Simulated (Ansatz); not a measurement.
C2H8S2Si can be A, `CCSS[SiH3]`, or B, `CSC([SiH3])S`.

Program: Ansatz. Geometries: PBE0-D4/def2-TZVP. ΔE: electronic, gas phase. CBS: MP2 limit from def2 TZ/QZ plus the TZ coupled-cluster correction, frozen cores. DFT in def2-TZVPP. B3LYP here is the variant with VWN-RPA as its local correlation; programs differ in this. One conformer a species, not always the lowest.

Q: Which isomer does CCSD(T)/CBS put lower? Give the gap. (Estimate.)

A: Ansatz gave: A, by 23.3 kcal/mol.

Q: Give E(B) − E(A) in kcal/mol with HF/def2-TZVPP, MP2/def2-TZVPP, B2PLYP, PBE0-D4, CCSD/def2-TZVPP, B3LYP-D4, r2SCAN-D4. (An estimate is asked.)

A: The calculation gave: HF/def2-TZVPP 25.2, MP2/def2-TZVPP 22.7, B2PLYP 24.1, PBE0-D4 24.7, CCSD/def2-TZVPP 22.6, B3LYP-D4 24.4, r2SCAN-D4 24.9. None reverses the order clearly.

Largest T1 diagnostic: 0.011.

In def2-TZVPP, CCSD(T) changes the Hartree–Fock value by −2.8 kcal/mol (the triples alone add −0.2 kcal/mol) and MP2 by −2.5 kcal/mol.
